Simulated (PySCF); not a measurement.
# Computed properties of In(H)2(SeH) (H₃InSe), SMILES [SeH][InH2]

In(H)2(SeH) (H3InSe), SMILES [InH2][SeH]. Geometry: PBE0-D3(BJ)/def2-TZVP. The def2 effective core potentials stand for the cores of In; spin–orbit coupling is left out. One conformer was computed; it need not be the lowest. All values are computed for the isolated molecule unless a solvent is named; none is compared with measurement here.

**Structure.** The optimised structure has Cs symmetry. All 9 harmonic modes at PBE0-D3(BJ)/def2-TZVP (PySCF) are real, so it is a minimum.

**Vibrations.** The strongest infrared lines (harmonic, unscaled, degenerate partners summed) lie at 1857 cm⁻¹ (233 km/mol, H 99 %), 571 cm⁻¹ (200 km/mol, H 99 %), 1846 cm⁻¹ (109 km/mol, H 100 %). The softest mode is at 240 cm⁻¹ and the zero-point energy is 12.5 kcal/mol.

**Electronic structure.** M06-2X/def2-TZVPD (PySCF) places the frontier levels at -8.16 and -1.27 eV, a gap of 6.89 eV, and gives a dipole moment of 1.57 D and a mean polarisability of 70.8 bohr³.

**Excitations.** TDDFT-CAM-B3LYP/def2-SVPD (PySCF) has S1 at 4.70 eV (264 nm, f = 0.045, weak); the most intense of the 10 singlets computed lies at 6.93 eV (f = 0.65). T1 (TDA) is at 4.04 eV. No vertical singlet excitation falls in the visible range (under 3.1 eV).
